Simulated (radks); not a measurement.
Er V, configuration [Xe] 4f10 (the NIST ground configuration). Calculated with a radial shooting solver on a logarithmic mesh with Libxc functionals: scalar-relativistic Kohn-Sham, TASK exchange with Perdew-Wang LDA correlation, spin-polarised, spherical densities, finite nucleus; open shells are filled with parallel spins first (spin-orbit coupling, left out, can overturn this in heavy ions); meta-GGA in the generalised Kohn-Sham scheme; Fermi nuclear charge, rms radius 5.2516 fm.

Normalised radial functions P(r) = r R(r), r in bohr:

| r | 5p up | 4f up |
|---|---|---|
| 0.001277 | 0.0020 | 0.0000 |
| 0.001463 | 0.0025 | 0.0000 |
| 0.00169 | 0.0032 | 0.0000 |
| 0.001936 | 0.0040 | 0.0000 |
| 0.002218 | 0.0050 | 0.0000 |
| 0.002541 | 0.0063 | 0.0000 |
| 0.002935 | 0.0080 | 0.0000 |
| 0.003362 | 0.0101 | 0.0000 |
| 0.003852 | 0.0127 | 0.0000 |
| 0.004413 | 0.0159 | 0.0000 |
| 0.005097 | 0.0201 | 0.0000 |
| 0.005839 | 0.0251 | 0.0000 |
| 0.00669 | 0.0313 | 0.0000 |
| 0.007665 | 0.0388 | 0.0000 |
| 0.008852 | 0.0485 | 0.0000 |
| 0.01014 | 0.0596 | 0.0001 |
| 0.01162 | 0.0728 | 0.0001 |
| 0.01331 | 0.0882 | 0.0001 |
| 0.01537 | 0.1072 | 0.0002 |
| 0.01761 | 0.1274 | 0.0004 |
| 0.02018 | 0.1495 | 0.0006 |
| 0.02312 | 0.1730 | 0.0010 |
| 0.0267 | 0.1979 | 0.0017 |
| 0.03059 | 0.2198 | 0.0028 |
| 0.03505 | 0.2376 | 0.0044 |
| 0.04015 | 0.2481 | 0.0070 |
| 0.04637 | 0.2474 | 0.0112 |
| 0.05312 | 0.2313 | 0.0174 |
| 0.06086 | 0.1965 | 0.0266 |
| 0.06973 | 0.1407 | 0.0402 |
| 0.08053 | 0.0588 | 0.0611 |
| 0.09226 | -0.0365 | 0.0894 |
| 0.1057 | -0.1407 | 0.1283 |
| 0.1211 | -0.2405 | 0.1806 |
| 0.1399 | -0.3220 | 0.2531 |
| 0.1602 | -0.3559 | 0.3396 |
| 0.1836 | -0.3312 | 0.4441 |
| 0.2103 | -0.2397 | 0.5644 |
| 0.2429 | -0.0760 | 0.7038 |
| 0.2783 | 0.1186 | 0.8387 |
| 0.3188 | 0.3149 | 0.9673 |
| 0.3653 | 0.4669 | 1.0773 |
| 0.4218 | 0.5315 | 1.1595 |
| 0.4833 | 0.4729 | 1.1944 |
| 0.5537 | 0.2963 | 1.1833 |
| 0.6344 | 0.0285 | 1.1279 |
| 0.7326 | -0.3017 | 1.0289 |
| 0.8394 | -0.6001 | 0.9086 |
| 0.9616 | -0.8356 | 0.7742 |
| 1.102 | -0.9737 | 0.6361 |
| 1.272 | -0.9996 | 0.4951 |
| 1.458 | -0.9208 | 0.3734 |
| 1.67 | -0.7696 | 0.2679 |
| 1.913 | -0.5826 | 0.1814 |
| 2.21 | -0.3865 | 0.1115 |
| 2.532 | -0.2335 | 0.0651 |
| 2.9 | -0.1255 | 0.0350 |
| 3.323 | -0.0594 | 0.0171 |
| 3.838 | -0.0229 | 0.0071 |
| 4.397 | -0.0078 | 0.0027 |

5p up: eigenvalue -74.270 eV, 3 radial nodes at r = 0.0878, 0.257, 0.643 bohr, <r> = 1.36 bohr, 90 % of the charge inside 1.96 bohr. 4f up: eigenvalue -58.408 eV, 0 radial nodes, <r> = 0.715 bohr, 90 % of the charge inside 1.19 bohr.
